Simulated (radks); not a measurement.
Q: These are the eigenvalues of the occupied orbitals of an atom or ion with whole-number occupations (eV). All-electron calculation, Dirac Kohn-Sham, BLYP, spin-unpolarised, spherical densities, point nucleus. Program: a radial shooting solver on a logarithmic mesh with Libxc functionals.

1s1/2: -7682.448
2s1/2: -989.3454
2p1/2: -870.3160
2p3/2: -855.4890
3s1/2: -186.3046
3p1/2: -150.1926
3p3/2: -148.1499
3d3/2: -89.1096

Which element is it, and in what charge state? The configuration may be excited. Open shells, if any, fill j = l - 1/2 first.

A: Z = 27, cobalt, charge +5: Co5+ in [Ar] 3d4. The list shows which subshells hold electrons but not how many an open one holds; the 1s level, -282.32 hartree, gives Z - s = 23.8 by -(Z - s)^2/2, which with screening and relativity narrows Z to a few neighbours, and the depths of the outer levels then fix element, charge and occupations together.
